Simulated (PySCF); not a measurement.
Q: Write Cartesian coordinates for `FC[SiH](P)P` as optimised with PBE0-D3(BJ)/def2-SVP.

A: 
```xyz
12
CH7FP2Si angstrom
F      0.7869    2.3723   -0.0885
C     -0.3315    1.5854    0.0967
Si    -0.0303   -0.1458   -0.6422
P      1.8817   -1.0630    0.1406
P     -1.8776   -1.3832   -0.2033
H     -1.2000    2.0674   -0.3875
H     -0.5502    1.5171    1.1777
H      0.0929   -0.0225   -2.1261
H      1.4877   -0.8877    1.5046
H      2.5701    0.1905    0.0867
H     -1.4911   -1.6529    1.1472
H     -1.3013   -2.5897   -0.7071
```

Any rigid rotation of these coordinates is as good. Atoms count from 1 in this order. P4 (three-coordinate phosphorus) is pyramidal (angles 93.5°, 92.7° and 92.2°, sum 278.4°, 0.88 Å off the plane of its three neighbours). Si3 (SiH silicon) is distorted tetrahedral (angles from 107.0° to 113.6°).

Bonds between heavy atoms (Å): F1–C2 1.380, C2–Si3 1.906, Si3–P4 2.261, Si3–P5 2.266.

Computed with PBE0-D3(BJ)/def2-SVP geometry optimisation, gas phase (PySCF).

Point group: C1 (no symmetry element, even within 0.4 Å). Not checked by PBE0-D3(BJ)/def2-SVP frequencies. The numbers are those of one conformer (F1–C2–Si3–P4 53°, C2–Si3–P4–H 54° and -39°, C2–Si3–P5–H -80° and -174°).
